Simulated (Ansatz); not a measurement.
HgI₂. The state is a singlet with charge 0. Geometry relaxed at PBE-D4/def2-TZVP.

```xyz
3

Hg    0.0000    0.0000    0.0000
I     0.6846   -1.9800    1.5436
I    -0.6846    1.9800   -1.5436
```

In the def2 sets Hg, I take a core potential; there is no spin–orbit coupling.

Estimate the harmonic wavenumbers at RKS PBE-D4/def2-TZVP (Ansatz, unscaled). Is this a minimum?

49, 49, 147, 221 cm⁻¹. Yes, no mode is imaginary beyond noise. Zero-point energy 2.8 kJ/mol. It took 39 s on 2 threads of Intel Xeon Platinum 8259CL on a shared host.
